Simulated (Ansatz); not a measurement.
Basis sets compared for the cluster Si₂Se₄. Total charge 0; singlet. Geometry PBE0-D4/def2-SVP. Ansatz on 4 threads of Arm Neoverse V2 on a shared host; times are rough, and most runs start from earlier orbitals.

```
atom   x (Å)   y (Å)   z (Å)
 Si1  -1.418   0.074   0.365
 Si2   1.418  -0.076  -0.364
 Se3  -0.369  -1.210  -1.193
 Se4  -3.420   0.177   0.877
 Se5   0.369   1.211   1.192
 Se6   3.420  -0.177  -0.877
```

The 6-31G sets use Cartesian d functions. The structure comes from a short search, and lower isomers may exist.

Binding counts from free atoms (Si triplet, Se triplet) in the same basis, without a counterpoise term.

```
                          level  functions  energy (Eh)  HOMO (eV)  LUMO (eV)  binding per atom (eV)  wall time
                      HF/STO-3G         90  -10065.5840      -6.56       3.37                   2.46     0.95 s
                       HF/6-31G        142  -10175.7794      -9.51      -0.73                   0.94      2.4 s
                PBE-D4/def2-SVP        164  -10182.3218      -6.00      -3.46                   3.41      2.5 s
               PBE-D4/def2-TZVP        266  -10183.7059      -6.08      -3.50                   3.45      4.8 s
            r2SCAN-D4/def2-TZVP        266  -10185.3254      -6.36      -3.47                   3.37       12 s
               PBE0-D4/def2-SVP        164  -10182.6688      -7.11      -2.89                   3.27      5.5 s
PBE0-D4/def2-TZVP (with forces)        266  -10184.0525      -7.14      -2.87                   3.33       25 s
```

**Question.** Estimate the rows for PBE-D4/def2-TZVPD, r2SCAN-D4/def2-TZVPD, PBE0-D4/def2-TZVPD.

**Answer.** 
```
               level  functions  energy (Eh)  HOMO (eV)  LUMO (eV)  binding per atom (eV)  wall time
   PBE-D4/def2-TZVPD        314  -10183.7078      -6.11      -3.52                   3.45        9 s
r2SCAN-D4/def2-TZVPD        314  -10185.3272      -6.37      -3.47                   3.37       17 s
  PBE0-D4/def2-TZVPD        314  -10184.0543      -7.16      -2.89                   3.33       22 s
```
